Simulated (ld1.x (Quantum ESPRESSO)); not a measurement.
The numbers below are computed, except where a source is named.
# Pseudopotentials across the periodic table

Generated with ld1.x 7.5 (TM, RRKJ, ultrasoft, PAW), atompaw 4.2 or ONCVPSP 4.0.1. The cutoff is in Ry: for ld1.x and atompaw files where the sum of valence levels is converged to 10 mRy in a Bessel basis, for ONCV files where the hardest occupied wave has 1 mHa per electron of residual kinetic energy. The error is the largest all-electron minus pseudo excitation energy over each file’s own four to seven test configurations (ionisations up to +4, promotions, holes and added fractions of an electron), all of which were solved. The labels leave out finer settings (local radius, basis sizes, second energies), which also bear on the numbers. Spin-polarised tests are not counted. The rows are a selection from randomly drawn settings: files with unsolved tests, undetermined cutoffs or missed reference levels are left out.

A true bound ghost makes a file unfit for plane-wave use even where its test errors are small: the radial tests pick states by their node count and pass the ghost by.

| element | potential | cutoff (Ry) | largest error (meV) | bound ghosts |
| --- | --- | --- | --- | --- |
| Mg | PAW, PBE, scalar-relativistic, rc 1.05/1.20/1.25 (spd), local smoothed, core correction yes, reference 2s2 2p6 3s1 3p1 | 70 | -11 | none |
| Zn | RRKJ, PBE, scalar-relativistic, rc 1.50/0.70/1.15 (spd), local s, core correction yes, reference 3p6 3d10 4s0.5 4p0 | 300 | -1252 | none |
| Se | TM, LDA (PZ), scalar-relativistic, rc 1.60/1.45 (sp), local smoothed, core correction no, reference 4s2 4p4 | 45 | +274 | none |
| Rh | PAW, PW91, scalar-relativistic, rc 1.85/1.80/1.30 (spd), local smoothed, core correction yes, reference 4s2 4p6 4d8 5s1 5p0 | 60 | -28 | none |
| Pd | TM semilocal, PBE, scalar-relativistic, rc 1.60/1.30/1.85 (spd), local s, core correction no, reference 4s2 4p6 4d10 5s0 5p0 | 80 | -225 | none |
| Hg | TM, PBE, scalar-relativistic, rc 1.90/1.30/2.00 (spd), local d, core correction yes, reference 5p6 5d10 6s1.5 6p0 | 110 | -301 | s |

(1) Fill in the row for F: ultrasoft, LDA (PZ), scalar-relativistic, rc 0.90/1.80/1.45 (spd), local smoothed, core correction yes, reference 2s2 2p5.

(2) Fill in the row for Re: TM, PBE, scalar-relativistic, rc 1.00/1.50/2.35 (spd), local s, core correction yes, reference 5s2 5p6 5d5 6s0 6p0.

Answers

(1) cutoff 30 Ry, largest error +522 meV, bound ghosts: none.

(2) cutoff 120 Ry, largest error +253 meV, bound ghosts: none.
